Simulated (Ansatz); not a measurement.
The same path of a periodic cell of 17 atoms, Si16Ge (host Si, host structure diamond, interstitial Ge) was run twice with different band settings. Lost on the way: Si15–Ge17. Made: Si10–Ge17.

Computed with Ansatz 0.2.0, DFT PBEsol, scalar-relativistic, plane waves, PAW. Settings: PAW set soft_1, cutoff 420 eV, k mesh 2x2x2, fermi-dirac smearing 0.05 eV, no spin polarisation.

Relaxed end points:

```xyz
17
Lattice="0.0000 5.4300 5.4300 5.4300 0.0000 5.4300 5.4300 5.4300 0.0000" Properties=species:S:1:pos:R:3
Si 0.009 -0.010 -0.005
Si 1.313 1.354 1.360
Si 2.678 2.751 -0.037
Si 4.075 4.116 1.360
Si 2.676 -0.044 2.758
Si 4.074 1.355 4.122
Si 5.473 2.752 2.757
Si 6.791 4.068 4.075
Si 0.009 2.719 2.724
Si 1.358 4.071 4.073
Si 2.710 5.420 2.723
Si 4.075 6.784 4.027
Si 2.709 2.721 5.423
Si 4.074 4.022 6.789
Si 5.473 5.386 5.391
Si 6.837 6.785 6.789
Ge 4.076 6.782 6.791
```

```xyz
17
Lattice="0.0000 5.4300 5.4300 5.4300 0.0000 5.4300 5.4300 5.4300 0.0000" Properties=species:S:1:pos:R:3
Si -0.005 0.002 0.012
Si 1.315 1.319 1.326
Si 2.712 2.715 -0.040
Si 4.108 4.112 1.327
Si 2.714 -0.047 2.721
Si 4.111 1.317 4.120
Si 5.475 2.714 2.721
Si 6.779 4.079 4.084
Si -0.051 2.718 2.722
Si 1.312 4.117 4.121
Si 2.710 5.479 2.722
Si 4.077 6.782 4.085
Si 2.712 2.717 5.484
Si 4.079 4.082 6.784
Si 5.429 5.431 5.433
Si 6.777 6.780 6.785
Ge 2.710 8.147 8.157
```

Common settings: climbing image yes; optimiser quadratic models (default); force threshold 0.05 eV/Å; end points relaxed.

| run | movable images | spring | start path | iteration limit |
| --- | --- | --- | --- | --- |
| 1 | 7 | 2.0 to 10.0 eV/Å², energy-weighted | IDPP | 35 |
| 2 | 3 | 5.0 eV/Å² | default | 10 |

**Question.** What does each run give, and how far can it be trusted?

**Answer.** Run 1: converged after 7 iterations, highest image 0.324 eV above the first end. By the program's own check the climbing image is a first-order saddle point (lowest curvatures found: -0.11 and 0.35 eV/Å²).
Run 2: converged after 9 iterations, highest image 0.323 eV above the first end. The order of the stationary point at the top wasn't checked.
Limits of this set-up: coarse k mesh, PAW files made for another functional.
